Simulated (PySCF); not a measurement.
Species: C4H8OP2.
SMILES: `CP(C#CP)CO`

Torsions of this conformer, `[CH3:1][P:2]([C:3]#[C:4][PH2:5])[CH2:6][OH:7]`: C1–P2–C6–O7 72°, H–O7–C6–P2 64°.

The closed-shell ground state was solved at several levels (PySCF, density fitting, gas phase, non-relativistic). The structure is a single PBE0-D3(BJ)/def2-SVP conformer in the gas phase; no vibrational or solvent corrections.

| level | basis functions | total energy (Eh) | HOMO (eV) | LUMO (eV) | gap (eV) | dipole (D) |
| --- | --- | --- | --- | --- | --- | --- |
| CAM-B3LYP/pcSseg-1 | 173 | -914.9350 | -7.95 | 0.65 | 8.60 | 0.99 |
| wB97X-D/def2-SVPD | 215 | -914.6370 | -8.49 | 1.19 | 9.68 | 0.77 |

Question: What might PBE0/pcSseg-1 (173 basis functions) give for the same quantities?

Answer: Total energy -914.5026 Eh, HOMO -6.72 eV, LUMO -0.48 eV, gap 6.24 eV, dipole 0.96 D.

Question: Over all these levels, which gives the widest orbital gap and which the narrowest?

Answer: wB97X-D/def2-SVPD (range-separated hybrid) has the widest, 9.68 eV, and PBE0/pcSseg-1 (global hybrid, 25 % exact exchange) the narrowest, 6.24 eV. Functional and basis both differ between the two, so the spread mixes both effects.

Question: How far do the dipole and the HOMO energy spread over the levels?

Answer: The dipole runs from 0.77 to 0.99 D (mean 0.91 D) and the HOMO from -8.49 to -6.72 eV.

wB97X-D is run here without its empirical dispersion term; that term would change no orbital, density or response property at a fixed geometry.
